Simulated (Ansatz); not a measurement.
Basis-set extrapolation for C₂H₆AlNO (`[CH3][AlH][C](=N)O`) (PBE0-D4/def2-TZVP geometry, frozen core, Ansatz). Multiplicity 1, RHF reference.

```csv
,def2-TZVPP,def2-QZVPP
HF,-450.543252,-450.560165
MP2 correlation,-0.854579,-0.915790
CCSD(T) correlation,-0.925389,not run
```

Energies in hartree. Use E(X) = E(∞) + A·exp(−7.88·√X) for Hartree–Fock and E(X) = E(∞) + B·X^(−2.97) for correlation, with X = 3 and 4, and add CCSD(T) minus MP2 of the smaller set to the MP2 limit.

Problem. What is the CCSD(T) energy at the basis-set limit?

Solution. HF limit: -450.560165 + (-0.016913) × 0.13774 = -450.56249. MP2 limit: -0.915790 + (-0.061211) × 0.74074 = -0.96113. Higher-order term: -0.925389 − (-0.854579) = -0.07081. Total: -451.59443 hartree, 78.9 kcal/mol below CCSD(T)/def2-TZVPP.
